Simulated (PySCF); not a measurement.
A small calculation by hand: refractive index and permittivity of the vapour

ZnFI, SMILES [Zn]([F])[I].

Geometry: B3LYP-D3(BJ)/def2-TZVP. The def2 effective core potentials stand for the cores of I; spin–orbit coupling is left out.

r2SCAN/def2-TZVPD (PySCF) gives a mean static polarisability of 58.5 bohr³ and a dipole moment of 1.48 D. Take an ideal gas at 298.15 K and 1 bar, whether or not the substance is that volatile.

Question: Work out n − 1 in the optical limit and the static ε − 1.

Answer: 
Polarisability volume α' = 58.5 × 0.148185 = 8.67 Å³. Number density N = p/kT = 2.43e-5 Å⁻³.
Dilute limit of Lorentz–Lorenz: n − 1 = 2π N α' = 0.0013.
Orientation term of Debye: μ²/(3kT) = 8.098 Å³ × μ²(D²) = 17.74 Å³.
ε − 1 = 4π N (α' + μ²/3kT) = 0.0081. Orientation of the dipole supplies 67 % of the static response; it can't follow optical fields. Vibrational polarisation and dispersion are left out.
